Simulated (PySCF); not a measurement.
## Computed spin Hamiltonian

Species: C6H8NS (doublet state).
Structure used (GFN2-xTB), in Å, numbered top down from 1:
```xyz
16
C6H8NS angstrom
C      3.096    0.731    0.141
C      1.870    0.156    0.121
C      1.526   -1.211    0.052
C      0.163   -1.451    0.041
C     -0.607   -0.304    0.104
N     -1.971   -0.230    0.030
C     -2.671    0.960    0.443
S      0.384    1.127    0.182
H      3.219    1.796    0.193
H      3.981    0.123    0.104
H      2.278   -1.977    0.013
H     -0.276   -2.433   -0.010
H     -2.442   -1.102    0.230
H     -3.705    0.896    0.110
H     -2.653    1.105    1.530
H     -2.199    1.823   -0.026
```

The hyperfine couplings belong to this conformer and change with its torsions.

Identity: `[CH2]c1sc(cc1)NC` [radical].

Theory: PySCF 2.14.0, UKS B3LYP, pcH-1 on C H N S, non-relativistic, mean-field spin-orbit, GIAO. One conformer (not necessarily the lowest) at the GFN2-xTB geometry, without solvent, vibrations or thermal averaging. A GFN2-xTB geometry isn't a minimum of the functional, and hyperfine couplings can be far from their values at a DFT geometry. The frame is twisted about the C5–N6 bond at this geometry (dihedral C4–C5–N6–H13 = 20°); couplings at other torsion angles weren't computed. Stability of the SCF solution: not tested. ⟨S²⟩ is 0.774 where a pure state has 0.75.

| Property | Result |
| --- | --- |
| g1, g2, g3 | 2.00214, 2.00225, 2.00388 |
| g_iso | 2.00276 |
| Form of g | close to axial: the two nearest values differ by 6 % of g3 − g1 |
| ⟨S²⟩ | 0.7739 (exact 0.7500) |
| α and β electrons | 34, 33 |
| HOMO–LUMO gap, α and β orbitals | 4.38, 4.35 eV |
| Total energy | -686.36492 Eh |

Hyperfine couplings atom by atom, in G; T1 to T3 are the principal values of the dipolar part; ρ(0) is the spin density at the nucleus (MHz turned into gauss with g_iso; 10 G = 1 mT):

```
atom  isotope  a_iso  of which spin–orbit     T1     T2    T3  Mulliken spin population  ρ(0) (bohr⁻³)
  C1      13C   15.8                  0.0  -15.4  -15.1  30.5                      0.57         0.0396
  C2      13C  -13.7                  0.0   -7.2    2.7   4.5                     -0.18        -0.0340
  C3      13C   11.8                  0.0  -11.0  -10.9  21.9                      0.38         0.0294
  C4      13C   -7.6                  0.0   -2.1    0.7   1.4                     -0.08        -0.0191
  C5      13C    8.6                  0.0   -9.1   -8.8  17.9                      0.27         0.0214
  N6      14N    3.3                  0.0   -2.1   -2.1   4.2                      0.09         0.0291
  C7      13C    0.3                  0.0   -0.3   -0.2   0.5                     -0.01         0.0008
  S8      33S    0.1                  0.0   -1.4   -0.2   1.6                      0.01         0.0011
  H9       1H  -12.4                  0.0   -7.4    0.0   7.4                     -0.03        -0.0078
 H10       1H  -12.0                  0.0   -6.8   -0.2   7.1                     -0.03        -0.0076
 H11       1H   -9.1                  0.0   -4.9   -0.4   5.3                     -0.02        -0.0057
 H12       1H    0.7                  0.0   -1.0    0.1   1.0                      0.00         0.0004
 H13       1H   -0.4                  0.0   -2.1   -1.1   3.2                      0.00        -0.0002
 H14       1H    0.4                  0.0   -0.6   -0.5   1.0                      0.00         0.0003
 H15       1H    6.8                  0.0   -0.5   -0.4   0.9                      0.01         0.0043
 H16       1H    1.7                  0.0   -0.6   -0.4   1.0                      0.00         0.0011
```

The Mulliken spin populations are largest on C1 (+0.57), C3 (+0.38), C5 (+0.27) and C2 (-0.18). Three atoms exceed +0.15. The angles at C1 add up to 360.0°, so it is planar.

The SMILES `[CH2]c1ccc(NC)s1` draws the unpaired electron on C1, whose computed spin population is only +0.57.

Axes: g2 points within 11° of the C5–S8 bond and g3 points within 4° of the C1–H10 bond.

Under fast tumbling the dipolar parts average out, and these isotropic splittings remain (the largest six): 1 × 1H (H9, I = 1/2, 2 lines) with 1.24 mT, 1 × 1H (H10, I = 1/2, 2 lines) with 1.20 mT, 1 × 1H (H11, I = 1/2, 2 lines) with 0.91 mT, 1 × 14N (N6, I = 1, 3 lines) with 0.33 mT, 3 × 1H (H14/H15/H16, I = 1/2, 4 lines) with 0.30 mT and 1 × 1H (H12, I = 1/2, 2 lines) with 0.07 mT.

Means are taken over nuclei equivalent by connectivity, which assumes that they swap fast. H9 and H10 aren't averaged: C1 is flat or nearly so (angle sum 360°), and its turn about the short C1–C2 bond (1.35 Å) is taken as slow. The three 1H nuclei of mean +8.4 MHz run from 1.2 to 19.1 MHz in the frozen geometry.

The 13C coupling of C1 (44.4 MHz) shows only in satellite lines or after enrichment, since that isotope makes up about 1.07 % of natural carbon.

Examples of negative spin density at the nucleus (bohr⁻³): C2 (-0.0340), C4 (-0.0191) and H9 (-0.0078).
